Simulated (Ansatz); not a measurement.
Born–Oppenheimer molecular dynamics of F$_{3}$H$_{4}$OPTi (10 atoms, charge 0, multiplicity 1). It starts at the highest image of a converged band. Of that band: Beside the main top the profile has a ripple of under 15 meV (maxima at images 2, 5), which may be a very shallow well or noise. Neighbouring images differ by up to 1.4 eV, so the band resolves the path poorly. A vibrational analysis at the climbing image gives one clearly imaginary mode, 1292i cm⁻¹: a first-order saddle point.

The calculation used Ansatz 0.2.0, RKS B3LYP-D4/def2-SVP.

```yaml
ensemble: NVE (velocity Verlet)
time_step: 0.5 fs
steps_asked: 200
starting_velocities_drawn_for: 300 K
seed: 7189
```

First frame:

```xyz
10
Properties=species:S:1:pos:R:3
Ti 0.026 -0.346 0.019
O -0.261 -0.356 1.968
H -0.382 0.441 2.509
F 1.492 0.092 -0.810
F -0.816 1.188 0.013
F -0.962 -1.434 -0.905
P 1.546 -2.474 1.295
H 0.724 -3.136 0.339
H 2.481 -1.942 0.365
H 0.600 -1.190 1.981
```

**Question.** What does the run give?

**Answer.** The run went to its last step.

| Quantity | Value |
| --- | --- |
| steps done | 200 |
| time covered | 100 fs |
| mean temperature over the second half | 1323 K |
| spread of the potential energy over the second half | 12.2 meV per atom |
| mean potential energy of the second half above the start | -105.7 meV per atom |

The conserved energy stayed within 0.2 meV per atom of its start (net change 0.05 meV per atom), so the integration is sound. The kinetic energy rose, since the run started high on the potential surface and went downhill. It ends in pieces (F3HOTi + H3P), so much of that is their flight and rotation, not heat. A run of 0.1 ps of so small a system gives no equilibrium averages. The orbitals stay closed-shell, which can raise the energy where a bond breaks towards radicals; this wasn't checked here.

**Question.** What happens to the structure?

**Answer.** Between its relaxed ends the band would form Ti1–P7, O2–H10 and break P7–H10. These pairs go: Ti1–P7 2.91 → 4.66 Å, O2–H10 1.20 → 4.74 Å, P7–H10 1.74 → 1.38 Å. In the last frame they stand as before the step (other bonds may differ from the relaxed reactants and products). Also parted: Ti1–H10 2.21 → 5.16 Å. It ends as F3HOTi + H3P. Pairs count as bonded within 1.25 times the sum of covalent radii (0.12 Å more for H–H). Another seed would give other details.

**Question.** How do temperature and energy run in time?

**Answer.** 
```
time (fs)  T (K)  potential energy less start (eV)  conserved less start (meV/atom)
        0    300                             0.000                             0.00
        8    297                             0.004                             0.09
       16    549                            -0.257                             0.05
       24    824                            -0.541                             0.06
       32    921                            -0.641                             0.06
       40   1014                            -0.738                             0.02
       48   1159                            -0.888                             0.04
       56   1196                            -0.925                             0.09
       64   1300                            -1.033                             0.15
       72   1468                            -1.207                             0.07
       80   1384                            -1.121                             0.08
       88   1410                            -1.147                             0.04
       96   1237                            -0.969                            -0.02
```

The run took 10 min on 4 threads of Arm Neoverse V1, with other jobs on the host, peak memory 0.36 GiB.
